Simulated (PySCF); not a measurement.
Mn²⁺ (manganese, charge +2) across methods

[Ar] 3d4 4p1, one real determinant (an excited configuration). Calculation: PySCF 2.14, in aug-cc-pVTZ (8s7p5d3f2g, 93 functions); the non-relativistic Hamiltonian (point nucleus).

```csv
method,E (hartree),mean ε 3p β (eV),mean ε 3d α (eV),mean ε 4p α (eV),Σ⟨r²⟩ (bohr²),⟨S²⟩
PBE0,-1149.444,-79.951,-35.947,-17.875,22.82,8.751
TPSSh,-1149.671,-78.372,-34.281,-17.421,22.80,8.751
LDA,-1147.244,-76.956,-33.347,-17.285,22.69,8.750
B3LYP,-1149.673,-79.404,-35.368,-17.727,22.79,8.751
UHF,-1148.62160,-87.643,-43.486,-19.369,23.27,8.752
PBE,-1149.395,-76.860,-33.189,-17.228,22.78,8.750
BLYP,-1149.687,-76.735,-32.989,-17.052,22.77,8.751
PBEsol,-1148.280,-76.756,-33.156,-17.195,22.73,8.750
```

**Question.** Estimate the same row for r2SCAN.

**Answer.** E (hartree) = -1149.629; mean ε 3p β (eV) = -77.720; mean ε 3d α (eV) = -33.792; mean ε 4p α (eV) = -17.273; Σ⟨r²⟩ (bohr²) = 22.77; ⟨S²⟩ = 8.751.

⟨L²⟩ = 8.01 against 12 for a pure F term, so this real determinant mixes terms.
